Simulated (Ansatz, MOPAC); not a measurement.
System: H8SiN3O, net charge 1, singlet state. SMILES: O[Si](N)([NH3+])N

Atoms: N1, Si2, N3, N4, O5, H6, H7, H8, H9, H10, H11, H12, H13. Bonds: N1-Si2, N1-H6, N1-H7, Si2-N3, Si2-N4, Si2-O5, N3-H8, N3-H9, N4-H10, N4-H11, N4-H12, O5-H13.

Bond lengths (Å) and angles (degrees) optimised at AM1 with MOPAC; PM3 with MOPAC; MNDO with MOPAC; HF/3-21G with Ansatz (an electronic-structure program); HF/6-31G* with Ansatz; B3LYP/6-31G* with Ansatz, each started from the B3LYP-D3(BJ)/def2-TZVP structure (Ansatz) of the last column. A row stands for all coordinates that are equal there; 11 of 28 kinds are shown. 6-31G* holds six Cartesian d functions. No wavenumbers were computed at MNDO, so these may be saddle points.

```
coordinate             AM1    PM3   MNDO        HF/3-21G  HF/6-31G*  B3LYP/6-31G*  B3LYP-D3(BJ)/def2-TZVP
----------  --------------  -----  -----  --------------  ---------  ------------  ----------------------
N1-Si2               1.659  1.752  1.680           1.698      1.671         1.682                   1.672
N1-H6                0.990  0.999  0.991           1.003      0.999         1.013                   1.008
Si2-N3               1.659  1.752  1.680           1.699      1.676         1.689                   1.676
Si2-N4               1.955  1.906  1.915           1.904      1.904         1.924                   1.905
Si2-O5               1.741  1.666  1.625           1.636      1.613         1.634                   1.617
N3-H8                0.990  0.999  0.991           1.003      0.999         1.014                   1.009
N4-H10      1.013 to 1.019  1.007  1.017  1.016 to 1.019      1.011         1.026                   1.021
N4-H12               1.013  1.007  1.016           1.018      1.009         1.025                   1.020
N1-Si2-N3            118.8  117.0  117.1           113.0      112.6         112.3                   112.7
N1-Si2-N4            104.2  100.8  103.4           107.8      108.1         108.1                   107.4
N1-Si2-O5            115.9  117.9  115.5           114.9      115.0         114.9                   115.1
```

A range marks coordinates that this level makes unequal.

Mean signed difference of all 12 bond lengths from B3LYP-D3(BJ)/def2-TZVP: AM1 0.003 Å, PM3 0.009 Å, MNDO -0.007 Å, HF/3-21G 0.003 Å, HF/6-31G* -0.007 Å, B3LYP/6-31G* 0.008 Å.
